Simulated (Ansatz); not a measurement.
The same path of H$_{4}$OSn (6 atoms, charge 0, multiplicity 1) was run twice with different band settings. Lost on the way: Sn1–H2. Made: H2–O3.

Level of theory: RKS BLYP-D4/def2-SVP (Ansatz 0.2.0).

Relaxed end points:

```xyz
6
Properties=species:S:1:pos:R:3
Sn 0.168 -0.046 0.299
H -0.042 -0.028 2.026
O 2.145 -0.029 -0.149
H 2.590 -0.805 0.247
H -0.380 1.413 -0.442
H -0.580 -1.457 -0.394
```

```xyz
6
Properties=species:S:1:pos:R:3
Sn -0.654 0.646 0.331
H 1.476 -1.074 1.254
O 1.615 -0.121 1.073
H 2.029 -0.116 0.184
H 0.278 0.850 -1.228
H -0.843 -1.137 -0.028
```

Common settings: movable images 5; climbing image yes; optimiser quadratic models (default); start path through a guess of the saddle point; force threshold 0.03 eV/Å; iteration limit 60; end points relaxed.

| run | spring |
| --- | --- |
| 1 | 5.0 eV/Å² |
| 2 | 0.1 eV/Å² |

Q: What does each run give, and how far can it be trusted?

A: Run 1: converged after 11 iterations, highest image 1.677 eV above the first end. Neighbouring images differ by up to 1.5 eV, so the band resolves the path poorly. A vibrational analysis at the climbing image gives one clearly imaginary mode, 1042i cm⁻¹: a first-order saddle point.
Run 2: converged after 15 iterations, highest image 1.677 eV above the first end. Neighbouring images differ by up to 1.5 eV, so the band resolves the path poorly. Another band between the same ends (5 images) ends at a top of the same energy, where a vibrational analysis finds 1 clearly imaginary mode.
The orbitals stay closed-shell, which can raise the energy where a bond breaks towards radicals; this wasn't checked here.
